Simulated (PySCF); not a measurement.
Estimate the missing entries of this data sheet.

Species: glutaronitrile, C₅H₆N₂.
InChI=1S/C5H6N2/c6-4-2-1-3-5-7/h1-3H2

Conformer (atom-mapped SMILES and torsion angles): `[N:1]#[C:2][CH2:3][CH2:4][CH2:5][C:6]#[N:7]`: C2–C3–C4–C5 64°, C3–C4–C5–C6 62°.

| property | level | value |
| --- | --- | --- |
| point group of the GFN2-xTB geometry | GFN2-xTB | ? |
| rotational constants A, B, C of the GFN2-xTB geometry | GFN2-xTB | 4.933, 1.598, 1.475 GHz |
| dipole moment | PBE0/def2-SVPD | ? |
| HOMO energy | PBE0/def2-SVPD | -9.68 eV |
| LUMO energy | PBE0/def2-SVPD | -0.10 eV |
| lowest singlet excitation | TDDFT PBE0/def2-SVPD | ? |
| strongest line among the 6 lowest singlet transitions | TDDFT PBE0/def2-SVPD | ? |
| lowest triplet excitation (Tamm–Dancoff) | TDA PBE0/def2-SVPD | ? |
| static isotropic polarisability | PBE0/def2-SVPD | 63.7 au |
| electronic spatial extent ⟨r²⟩ about the centre of nuclear charge | PBE0/def2-SVPD | 829 bohr² |
| 13C chemical shifts (computed TMS as zero) by class | GIAO PBE0/pcSseg-1 | ? |
| 1H chemical shifts (computed TMS as zero) by class | GIAO PBE0/pcSseg-1 | ? |
| isotropic shieldings of nuclei other than C and H, by class | GIAO PBE0/pcSseg-1 | -36 (2 N) ppm |

The electronic properties come from PySCF, for the isolated species, density fitting. NMR classes are plain means over equivalent atoms (diastereotopic ones count apart unless rotation or inversion swaps them), as if these changed places fast; in this geometry the members of some classes differ.

Question: What are the 1H chemical shifts (computed TMS as zero) by class?

Answer: 2.63 (4 H), 1.83 (2 H) ppm.

Question: What is the point group of the GFN2-xTB geometry?

Answer: C2.

Question: Give the 13C chemical shifts (computed TMS as zero) by class.

Answer: 122.9 (2 C), 27.8 (1 C), 16.2 (2 C) ppm.

Question: Give the dipole moment.

Answer: 4.38 D.

Question: What is the lowest triplet excitation (Tamm–Dancoff)?

Answer: 6.47 eV.

Question: The lowest singlet excitation?

Answer: 7.84 eV (158 nm, f = 0.000).

Question: What is the strongest line among the 6 lowest singlet transitions?

Answer: S3 at 8.19 eV (151 nm, f = 0.015).

The dipole equals about 14.6 × 10⁻³⁰ C·m (1 D = 3.33564 × 10⁻³⁰ C·m). The rotational constants make it an asymmetric top with κ = (2B − A − C)/(A − C) = -0.93, nearer the prolate limit (−1). The principal polarisabilities are 56.4, 60.8 and 73.8 au; their mean is the isotropic value. A dipole of 4.38 D is allowed in C2, and pure rotational transitions are dipole-allowed.

For the NMR shielding job (PBE0/pcSseg-1), the run took 14 s on Arm Neoverse V1, one thread, shared host with 32 logical CPUs at a one-minute load of 8.2, and the process peaked at 0.70 GiB of memory.

One conformer stands for the species.
